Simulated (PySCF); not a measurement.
**Radial density of Fe²⁺ (iron, charge +2)**

UHF, [Ar] 3d6, high-spin 5D determinant. All numbers are calculated (PySCF 2.14, no relativity, point nucleus, in aug-cc-pVDZ (7s6p4d2f, 59 functions)).

```json
{"r (bohr)": "0.00104", "4πr²ρ (e/bohr)": "0.1525", "4πr²(ρα − ρβ)": "0.0000"}
{"r (bohr)": "0.00175", "4πr²ρ (e/bohr)": "0.4159", "4πr²(ρα − ρβ)": "0.0000"}
{"r (bohr)": "0.00294", "4πr²ρ (e/bohr)": "1.106", "4πr²(ρα − ρβ)": "0.0000"}
{"r (bohr)": "0.00494", "4πr²ρ (e/bohr)": "2.821", "4πr²(ρα − ρβ)": "0.0000"}
{"r (bohr)": "0.00830", "4πr²ρ (e/bohr)": "6.701", "4πr²(ρα − ρβ)": "0.0001"}
{"r (bohr)": "0.0140", "4πr²ρ (e/bohr)": "14.14", "4πr²(ρα − ρβ)": "0.0002"}
{"r (bohr)": "0.0235", "4πr²ρ (e/bohr)": "24.53", "4πr²(ρα − ρβ)": "0.0005"}
{"r (bohr)": "0.0395", "4πr²ρ (e/bohr)": "31.11", "4πr²(ρα − ρβ)": "0.0014"}
{"r (bohr)": "0.0665", "4πr²ρ (e/bohr)": "26.77", "4πr²(ρα − ρβ)": "0.0065"}
{"r (bohr)": "0.112", "4πr²ρ (e/bohr)": "25.90", "4πr²(ρα − ρβ)": "0.0434"}
{"r (bohr)": "0.188", "4πr²ρ (e/bohr)": "34.80", "4πr²(ρα − ρβ)": "0.2810"}
{"r (bohr)": "0.316", "4πr²ρ (e/bohr)": "20.15", "4πr²(ρα − ρβ)": "1.3348"}
{"r (bohr)": "0.532", "4πr²ρ (e/bohr)": "14.32", "4πr²(ρα − ρβ)": "3.3389"}
{"r (bohr)": "0.895", "4πr²ρ (e/bohr)": "14.27", "4πr²(ρα − ρβ)": "3.4238"}
{"r (bohr)": "1.51", "4πr²ρ (e/bohr)": "3.518", "4πr²(ρα − ρβ)": "1.3028"}
{"r (bohr)": "2.53", "4πr²ρ (e/bohr)": "0.2998", "4πr²(ρα − ρβ)": "0.1540"}
{"r (bohr)": "4.26", "4πr²ρ (e/bohr)": "0.002849", "4πr²(ρα − ρβ)": "0.0004"}
{"r (bohr)": "7.16", "4πr²ρ (e/bohr)": "2.094e-05", "4πr²(ρα − ρβ)": "0.0000"}
```
